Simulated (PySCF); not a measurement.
Cl$_{3}$Te, doublet, geometry from GFN2-xTB (the spin is typed, not shown lowest) (core potentials on Te); PySCF with PBE0/def2-SVP.

Input for PySCF:
```python
from pyscf import gto, scf, dft

mol = gto.Mole()
mol.atom = '''
    Te    0.242514    0.090212    0.374588
    Cl    2.098220   -0.021880   -1.228147
    Cl   -1.707117   -0.936830    1.455834
    Cl   -1.132911    0.682769   -1.373485
'''
mol.basis = 'def2-svp'
mol.ecp = {'Te': 'def2-svp'}
mol.charge = 0
mol.spin = 1
mol.verbose = 4
mol.build()

mf = dft.UKS(mol)
mf.xc = 'pbe0'
mf.kernel()
mf.analyze()
```

What the program printed (banner, timings and long lists left out):

```
PySCF version 2.14.0

[INPUT] verbose = 4
[INPUT] num. atoms = 4
[INPUT] num. electrons = 75
[INPUT] charge = 0
[INPUT] spin (= nelec alpha-beta = 2S) = 1
[INPUT] symmetry False subgroup None
[INPUT] Mole.unit = angstrom
[INPUT] Symbol           X                Y                Z      unit          X                Y                Z       unit  Magmom
[...]
nuclear repulsion = 394.338317840431
number of shells = 34
number of NR pGTOs = 169
number of NR cGTOs = 80
basis = def2-svp
ecp = {'Te': 'def2-svp'}

******** <class 'pyscf.dft.uks.UKS'> ********
method = UKS
initial guess = minao
damping factor = 0
level_shift factor = 0
DIIS = <class 'pyscf.scf.diis.CDIIS'>
diis_start_cycle = 1
diis_space = 8
diis_damp = 0
SCF conv_tol = 1e-09
SCF conv_tol_grad = None
SCF max_cycles = 50
direct_scf = True
direct_scf_tol = 1e-13
number electrons alpha = 38  beta = 37
XC library pyscf.dft.libxc version 7.1.2
    S. Lehtola, C. Steigemann, M. J. T. Oliveira, and M. A. L. Marques,  SoftwareX 7, 1–5 (2018)
XC functionals = pbe0
    C. Adamo and V. Barone,  J. Chem. Phys. 110, 6158 (1999)
    M. Ernzerhof and G. E. Scuseria,  J. Chem. Phys. 110, 5029 (1999)
radial grids:
    Treutler-Ahlrichs [JCP 102, 346 (1995); DOI:10.1063/1.469408] (M4) radial grids

becke partition: Becke, JCP 88, 2547 (1988); DOI:10.1063/1.454033
pruning grids: <function nwchem_prune>
grids dens level: 3
symmetrized grids: False
atomic radii adjust function: <function treutler_atomic_radii_adjust>
small_rho_cutoff = 0
Set gradient conv threshold to 3.16228e-05
tot grids = 78600
init E= -1620.21715697469

cycle= 1 E= -1645.10921400423  delta_E= -24.9  |g|= 2.24  |ddm|= 5.94

cycle= 2 E= -1644.657451506  delta_E= 0.452  |g|= 2.45  |ddm|= 6.31
cycle= 3 E= -1647.72930794669  delta_E= -3.07  |g|= 0.191  |ddm|= 3.66
cycle= 4 E= -1647.75276722746  delta_E= -0.0235  |g|= 0.101  |ddm|= 0.573
cycle= 5 E= -1647.75818611919  delta_E= -0.00542  |g|= 0.0461  |ddm|= 0.206
cycle= 6 E= -1647.75962844031  delta_E= -0.00144  |g|= 0.00622  |ddm|= 0.0767
cycle= 7 E= -1647.75967861361  delta_E= -5.02e-05  |g|= 0.00253  |ddm|= 0.0172
cycle= 8 E= -1647.75968856931  delta_E= -9.96e-06  |g|= 0.00076  |ddm|= 0.00814
cycle= 9 E= -1647.7596902711  delta_E= -1.7e-06  |g|= 0.000445  |ddm|= 0.00458
cycle= 10 E= -1647.75969047574  delta_E= -2.05e-07  |g|= 6.92e-05  |ddm|= 0.00112
cycle= 11 E= -1647.75969048876  delta_E= -1.3e-08  |g|= 2.27e-05  |ddm|= 0.000369
[...]
converged SCF energy = -1647.75969048959  <S^2> = 0.75357931  2S+1 = 2.0035761
Total Energy =                       -1647.759690489588138
[...]
spin_pop of  0 Te 7py      -0.00000
spin_pop of  0 Te 7pz       0.00723
spin_pop of  0 Te 4dxy     -0.00179
spin_pop of  0 Te 4dyz     -0.00091
spin_pop of  0 Te 4dz^2     0.00234
spin_pop of  0 Te 4dxz     -0.00053
spin_pop of  0 Te 4dx2-y2    0.00011
spin_pop of  0 Te 5dxy      0.00177
spin_pop of  0 Te 5dyz      0.00061
spin_pop of  0 Te 5dz^2     0.00262
spin_pop of  0 Te 5dxz      0.00224
spin_pop of  0 Te 5dx2-y2    0.00148
spin_pop of  1 Cl 1s        0.00000
spin_pop of  1 Cl 2s       -0.00000
spin_pop of  1 Cl 3s        0.00017
spin_pop of  1 Cl 4s        0.00024
spin_pop of  1 Cl 2px       0.00000
spin_pop of  1 Cl 2py       0.00000
spin_pop of  1 Cl 2pz       0.00000
spin_pop of  1 Cl 3px       0.04013
spin_pop of  1 Cl 3py       0.05592
spin_pop of  1 Cl 3pz       0.02242
spin_pop of  1 Cl 4px       0.00017
spin_pop of  1 Cl 4py       0.00174
spin_pop of  1 Cl 4pz       0.00004
spin_pop of  1 Cl 3dxy      0.00054
spin_pop of  1 Cl 3dyz      0.00043
spin_pop of  1 Cl 3dz^2     0.00002
spin_pop of  1 Cl 3dxz     -0.00012
spin_pop of  1 Cl 3dx2-y2    0.00001
spin_pop of  2 Cl 1s        0.00000
spin_pop of  2 Cl 2s       -0.00000
spin_pop of  2 Cl 3s        0.00024
spin_pop of  2 Cl 4s        0.00033
spin_pop of  2 Cl 2px       0.00000
spin_pop of  2 Cl 2py       0.00000
spin_pop of  2 Cl 2pz       0.00000
spin_pop of  2 Cl 3px       0.07589
spin_pop of  2 Cl 3py       0.01055
spin_pop of  2 Cl 3pz       0.03275
spin_pop of  2 Cl 4px       0.00073
spin_pop of  2 Cl 4py       0.00102
spin_pop of  2 Cl 4pz       0.00039
spin_pop of  2 Cl 3dxy      0.00030
spin_pop of  2 Cl 3dyz      0.00005
spin_pop of  2 Cl 3dz^2     0.00005
spin_pop of  2 Cl 3dxz      0.00016
spin_pop of  2 Cl 3dx2-y2    0.00044
spin_pop of  3 Cl 1s        0.00000
spin_pop of  3 Cl 2s       -0.00000
spin_pop of  3 Cl 3s        0.00017
spin_pop of  3 Cl 4s        0.00089
spin_pop of  3 Cl 2px      -0.00000
spin_pop of  3 Cl 2py       0.00000
spin_pop of  3 Cl 2pz      -0.00000
spin_pop of  3 Cl 3px      -0.00464
spin_pop of  3 Cl 3py       0.03070
spin_pop of  3 Cl 3pz      -0.00181
spin_pop of  3 Cl 4px       0.00026
spin_pop of  3 Cl 4py       0.00189
spin_pop of  3 Cl 4pz       0.00122
spin_pop of  3 Cl 3dxy      0.00050
spin_pop of  3 Cl 3dyz      0.00059
spin_pop of  3 Cl 3dz^2     0.00039
spin_pop of  3 Cl 3dxz      0.00021
spin_pop of  3 Cl 3dx2-y2    0.00019
In total            38.00000 | 37.00000
Dipole moment(X, Y, Z, Debye):  0.73589,  0.89971,  1.34939
```
